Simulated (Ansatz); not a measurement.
Total energies of Cl2GaGeH3 (`[Cl][Ga]([Cl])[GeH3]`).

```xyz
7

Cl   -2.641   -1.067   -1.000
Ga   -1.178    0.343   -0.322
Cl   -1.908    2.353   -0.214
Ge    1.083   -0.300    0.284
H     1.980    0.942    0.347
H     1.623   -1.292   -0.755
H     1.040   -0.979    1.660
```

Charge 0, multiplicity 1. Correlated methods include outer-core shells of Ga, Ge, which these sets cover unevenly. Scalar relativity is left out up to krypton. The structure was optimised at the PBE0-D4/def2-TZVP level. Basis def2-TZVPP, Ansatz 0.2.0.

RPA on PBE orbitals: Hartree–Fock energy of these orbitals -4919.43792 Eh, correlation -1.37441 Eh (frozen core).

```tsv
functional	energy without D4 (Eh)	D4 term (kJ/mol)
LDA (SPW92)	-4915.02946	–
revPBE	-4923.73935	-43.1
BLYP	-4924.32287	-40.1
r2SCAN	-4924.13429	-4.4
B97M-V	-4923.21989	–
B3LYP	-4924.34059	-31.9
r2SCANh	-4924.11323	-5.0
r2SCAN0	-4924.08363	-5.6
BHLYP	-4924.16730	-30.7
CAM-B3LYP	-4924.47700	-17.9
LC-ωPBE	-4923.43784	–
ωB97X-V	-4923.70889	–
ωB97M-V	-4923.93938	–
PBE-QIDH	-4922.56556	–
```

Task: Give the same for PBE, PBE0, HSE06 (plane-wave form), B2PLYP. (Best estimate.)

Result: Computed: 
```tsv
functional	energy without D4 (Eh)	D4 term (kJ/mol)
PBE	-4923.22254	-19.4
PBE0	-4923.39455	-16.9
HSE06 (plane-wave form)	-4923.37901	-16.2
B2PLYP	-4923.21756	–
```

B3LYP takes the VWN-RPA correlation (the form of Gaussian; ORCA's B3LYP/G). HSE06 is the plane-wave form, built on full-range PBE exchange. The double hybrids freeze the cores in their second-order part.

LC-ωPBE has ω = 0.4 bohr⁻¹.
